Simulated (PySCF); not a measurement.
A calculated (revPBE, PySCF 2.14, x2c-TZVPPall with one added diffuse shell each of s, p, d, f type, scalar relativity by spin-free X2C-1e) atom or ion has these occupied shells.

```tsv
shell	electrons	orbital energy (eV)	rms radius, mean of both spins (bohr)
1s α	1	-41719.8	0.0275
1s β	1	-41719.8	0.0275
2s α	1	-6712.1	0.112
2s β	1	-6712.1	0.112
2p α	3	-6013.3	0.0997
2p β	3	-6013.3	0.0997
3s α	1	-1448.2	0.291
3s β	1	-1447.5	0.291
3p α	3	-1226.1	0.291
3p β	3	-1225.4	0.291
3d α	5	-910.59	0.269
3d β	5	-910.05	0.269
4s α	1	-288.26	0.662
4s β	1	-286.29	0.662
4p α	3	-215.57	0.703
4p β	3	-213.57	0.703
4d α	5	-110.73	0.784
4d β	5	-108.70	0.784
5s α	1	-39.299	1.60
5s β	1	-37.946	1.60
5p α	3	-21.761	1.89
5p β	3	-20.714	1.89
6s α	1	-3.448	4.85
6s β	1	-3.300	4.85
4f α	3	-2.177	1.38
```

(1) Name the element and its charge.

Results:

(1) Pr (praseodymium, neutral), in [Xe] 4f3 6s2, one real determinant.
